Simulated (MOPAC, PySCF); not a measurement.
Ligands exchanged one at a time, Ge C2H5-I. Gas-phase values, no solvent. One relaxed conformer stands for each flexible species; it need not be the lowest. Strings in code marks are SMILES.

Quantity: redistribution energy (mixed species minus the weighted end members), in eV. Semi-empirical values (MOPAC) are differences of heats of formation.

Level 1: PBE-D3(BJ)/def2-TZVP // B3LYP-D3(BJ)/def2-SVP (PySCF)
Level 2: ωB97X-D3(BJ)/def2-TZVP // B3LYP-D3(BJ)/def2-SVP (PySCF)
Level 3: AM1 // B3LYP-D3(BJ)/def2-SVP (MOPAC)
Level 4: PM7 // B3LYP-D3(BJ)/def2-SVP (MOPAC)

```
species                                                                                                level 1  level 2  level 3  level 4
-----------------------------------------------------------------------------------------------------  -------  -------  -------  -------
2 of 4 C2H5 replaced by I: `C[CH2][Ge]([I])([I])[CH2]C` (C–C–Ge–I torsion 58°, I–Ge–C–C torsion -59°)   -0.424    -0.44    0.172   -0.351
1 of 4 C2H5 replaced by I: `C[CH2][Ge]([I])([CH2]C)[CH2]C`                                              -0.305   -0.330    0.137   -0.288
3 of 4 C2H5 replaced by I: `C[CH2][Ge]([I])([I])[I]` (C–C–Ge–I torsion 180°)                            -0.302   -0.302    0.054   -0.246
```
